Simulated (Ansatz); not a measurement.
(MgSe)2 ring (Mg2Se2). Total charge 0; singlet. Geometry relaxed at PBE0-D4/def2-SVP.

```xyz
4

Mg    0.759    0.435   -1.039
Se   -1.699    0.497   -1.033
Mg   -0.759   -0.437    1.038
Se    1.699   -0.495    1.034
```

(1) Estimate the harmonic wavenumbers at RKS PBE0-D4/def2-SVP (Ansatz, unscaled). Is this a minimum?

Answers

(1) 127, 188, 263, 317, 376, 399 cm⁻¹. Yes, no mode is imaginary beyond noise. Zero-point energy 10.0 kJ/mol. Hardware: 4 threads of Arm Neoverse V2 on a shared host. Wall time 21 s.
